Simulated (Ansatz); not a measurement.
Wavefunction ladder for C$_{6}$H$_{5}$BF$_{6}$O$_{3}$ (`C[B-]1(O)OC(C(F)(F)F)=CC(C(F)(F)F)=[O+]1`)

```xyz
21

C     2.346    0.272    0.748
B     0.976   -0.319    1.265
O     0.977   -0.891    2.525
O     0.436   -1.373    0.204
C    -0.251   -1.027   -0.792
C    -0.486   -2.148   -1.807
F    -1.221   -3.109   -1.254
F    -1.126   -1.699   -2.885
F     0.671   -2.668   -2.194
C    -0.829    0.221   -0.964
C    -0.791    1.047    0.149
C    -1.648    2.314    0.217
F    -0.898    3.360    0.538
F    -2.594    2.168    1.140
F    -2.237    2.562   -0.951
O    -0.134    0.816    1.197
H     2.280    0.709   -0.253
H     2.701    1.051    1.428
H     3.108   -0.511    0.719
H     0.129   -1.239    2.805
H    -1.410    0.466   -1.836
```

Charge 0, multiplicity 1. The structure was optimised at the PBE0-D4/def2-TZVP level. It is one conformer, not always the lowest. Frozen core, restricted reference, the Gaussian-basis code of Ansatz. CBS rows extrapolate triple and quadruple zeta; past MP2 they add the triple-zeta difference.

```csv
basis,HF (Eh),MP2 corr.,CCSD corr.,(T),CCSD(T) total
def2-SVP,-1075.28717,?,-2.55945,-0.07116,?
def2-TZVPP,-1076.59294,?,-3.24653,-0.12648,?
def2-QZVPP,?,?,–,–,–
CBS(def2),-1076.64521,-3.69199,-3.71377,as TZ,-1080.48546
```

Fill in the withheld values. (Estimate.)

Ansatz gave: def2-SVP MP2 corr.: -2.50607; def2-SVP CCSD(T) total: -1077.91778; def2-TZVPP MP2 corr.: -3.22475; def2-TZVPP CCSD(T) total: -1079.96595; def2-QZVPP HF (Eh): -1076.63888; def2-QZVPP MP2 corr.: -3.49316.
